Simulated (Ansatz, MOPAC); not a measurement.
Pair of molecules: HF (SMILES F) (first 2 atoms) with H2 (SMILES [H][H]); geometry from B3LYP-D3(BJ)/def2-TZVP, rigid monomers moved along the line of their centres of mass till H2···H3 is 2.26 Å.
(charge 0, multiplicity 1):
```
atom    x (Å)   y (Å)    z (Å)
----  -------  ------  -------
F      0.0691  0.0916  -0.1267
H      0.1090  0.0822   0.7990
H      0.5808  0.0770   3.0131
H     -0.1638  0.0386   3.0460
```

Monomers are frozen at their geometry in the pair; levels with a basis set take the counterpoise correction.

Correlated levels freeze the cores. The state that PM7 reach isn't checked; PM7 holds dispersion and hydrogen-bond terms.

Codes used: Ansatz (Gaussian basis) for Hartree–Fock, density functionals and correlated methods; MOPAC for PM7 (differences of heats of formation). Values without a source in brackets are computed.

### Question
Estimate the interaction energy that PM7 returns for this input.

### Answer
-0.4 kcal/mol

Ansatz is a first-principles code.
